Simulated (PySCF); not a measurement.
C₃H₅FSi, SMILES FC=C=C[SiH3].

The structure is a stationary point at PBE0-D3(BJ)/def2-SVP. The structure was generated by enumeration, and PubChem lists no compound with its InChIKey, so it may never have been made.

Calculation: SMD-PBE0/def2-SVP (PySCF).

Solvation free energies are E(SMD) − E(gas) at the gas-phase geometry, for 1 M in both phases. In vacuum the dipole moment is 1.43 D.

Rank water, dichloromethane, N,N-dimethylformamide by solvation free energy, most negative first.

dichloromethane (-2.4 kcal/mol), N,N-dimethylformamide (-1.1 kcal/mol), water (2.1 kcal/mol)
